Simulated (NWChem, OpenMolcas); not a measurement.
# OpenMolcas → NWChem

This OpenMolcas 26.06 job computes SnHSCl (SMILES [SH][Sn][Cl]):

geom.xyz:
```
4

S      0.185700     1.488500    -0.409700
Sn    -1.395700    -0.351700    -0.341800
Cl     0.088800    -1.950300     0.607800
H      1.176700     0.753300     0.123400
```

run.input:
```
&GATEWAY
  BasLib
  $CurrDir
  Coord
  geom.xyz
  Basis
  3-21G
  Group
  NoSym

&SEWARD

&SCF
  Thresholds
  1e-10 1e-07 1e-07 1e-05
  PrOrbitals
  1 1

&ALASKA
```

```bash
$ export MOLCAS_MEM=1860
$ pymolcas run.input > run.log
```

(Basis files named in the input come from the Basis Set Exchange and aren't shown.)

The coordinates come from a PBE0-D4/def2-TZVP relaxation.

The run is non-relativistic. The shape isn't stationary at this level (largest force 2.1 eV/Å).

It gives a total energy of -6849.814793 Eh.

Write the same calculation for NWChem 7.3.0 as an input file of the program's own.

For example:

clhssn.xyz:
```
4

S      0.185700     1.488500    -0.409700
Sn    -1.395700    -0.351700    -0.341800
Cl     0.088800    -1.950300     0.607800
H      1.176700     0.753300     0.123400
```

clhssn.nw:
```
start clhssn
memory stack 880 mb heap 220 mb global 1100 mb
charge 0

geometry units angstroms noautosym nocenter noautoz
  load format xyz clhssn.xyz
end

basis spherical bse
  * library 3-21G
end

scf
  thresh 1e-08
  maxiter 80
  noprint "final vectors analysis"
end

task scf gradient
```

```bash
$ nwchem clhssn.nw > clhssn.out
```

Its energy is -6849.814793 Eh, the same as the first but for the last digit, at most.
